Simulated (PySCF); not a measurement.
[Gd(H2S)2]3+ at several levels of theory

Computed with PySCF 2.14.0 (density fitting, no spin-orbit coupling) at the geometry relaxed with TPSS:

```xyz
7
[Gd(H2S)2]3+ (singlet in the valence; each metal's 4f electrons, 7 of them, lie in its core potential, out of spins and levels)
Gd   -1.3400    0.0000    0.0000
S     0.3624    0.1125    2.2716
H     1.0206    1.3209    2.2850
H    -0.4109    0.3229    3.3915
S     0.3624   -0.1125   -2.2716
H     1.0206   -1.3209   -2.2850
H    -0.4109   -0.3229   -3.3915
```

```tsv
level	basis	state	HOMO (eV)	gap (eV)	charge on Gd1 (e)	population of f-type functions on Gd1 (polarisation alone where 4f lies in the core)	dipole about the centre of mass (D)	largest force component (eV/Å)
TPSS	Gd lcecp-1-SVP with ECP53, S def2-SVP, H def2-SVP	singlet	-21.57	2.74	1.93	0.01	0.19	0.02
BLYP	the same	singlet	-21.30	2.39	1.83	0.01	0.57	0.23
TPSS	Gd lcecp-1-TZVP with ECP53, S def2-TZVP, H def2-TZVP	singlet	-21.45	2.78	2.03	0.02	0.55	0.26
PBE0	Gd def2-SVP with ECP28, S def2-SVP, H def2-SVP	octet	-22.48	2.32	1.75	7.01	1.33	0.63
```

In the lcecp rows the 4f levels are missing from HOMO and gap, and the state counts the valence alone.

HOMO and gap are taken over both spins. Charges are Mulliken's, which hang on the basis. The relaxation used the grid (50, 194), these runs (75, 302) or, all-electron (x2c bases, spin-free X2C Hamiltonian), (99, 590).

A further run in the first row's basis gives HOMO (eV) -22.01, gap (eV) 3.51, charge on Gd1 (e) 1.97, population of f-type functions on Gd1 (polarisation alone where 4f lies in the core) 0.01, dipole about the centre of mass (D) 0.01, largest force component (eV/Å) 0.12. Which level was it?
A. TPSSh
B. CAM-B3LYP
C. HF

A. The others give HOMO -23.83 eV (CAM-B3LYP); -25.16 eV (HF).

In the first row's basis the gap widens with exact exchange: 2.4 to 2.7 eV for BLYP, TPSS (none); 3.5 eV for TPSSh (a fixed share); 6.8 to 10.5 eV for CAM-B3LYP, Hartree–Fock (rising or full at long range).

No frequency check is given that shows the relaxed geometry to be a minimum. An lcecp potential fixes the number of 4f electrons, so in runs with it no electron can move into or out of that shell.

Rows with open f shells in the valence may stand above their lowest state, and their gaps can end on f levels.

Some runs are spin-contaminated.
